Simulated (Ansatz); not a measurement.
The same molecule with X = F, Cl, Br. Ansatz, PBE0-D4/def2-TZVP geometries, multiplicity 1. Each molecule was computed in one conformer, which needn't be the lowest.

Scalar relativity is left out up to krypton. Spin–orbit coupling is left out; it splits and shifts lone-pair levels of the heavy atoms by tenths of an eV.

```tsv
X	molecule	mean X–Zn bond length / Å	HOMO energy (PBE/def2-TZVPP) / eV	zero-point energy (PBE0-D4/def2-TZVP) / kJ/mol	HOMO energy (B3LYP/def2-TZVPP) / eV
Cl	`C[N](C)[Zn][Cl]`	2.092	-4.84	216.2	-5.88
Br	`C[N](C)[Zn][Br]`	2.229	-4.83	215.3	-5.87
```

Give the row for X = F, `C[N](C)[Zn][F]`. (Best estimate.)

The calculation gave: 
| X | molecule | mean X–Zn bond length / Å | HOMO energy (PBE/def2-TZVPP) / eV | zero-point energy (PBE0-D4/def2-TZVP) / kJ/mol | HOMO energy (B3LYP/def2-TZVPP) / eV |
| --- | --- | --- | --- | --- | --- |
| F | `C[N](C)[Zn][F]` | 1.745 | -4.87 | 218.1 | -5.94 |

From F to Br the mean X–Zn bond length rises at each step, by 0.484 Å in all; the HOMO energy (PBE/def2-TZVPP) hardly changes; the zero-point energy (PBE0-D4/def2-TZVP) falls at each step, by 2.8 kJ/mol in all; the HOMO energy (B3LYP/def2-TZVPP) rises at each step, by 0.07 eV in all. Bonds lengthen as the atom grows down the group.

B3LYP here is the variant with VWN-RPA as its local correlation; programs differ in this.
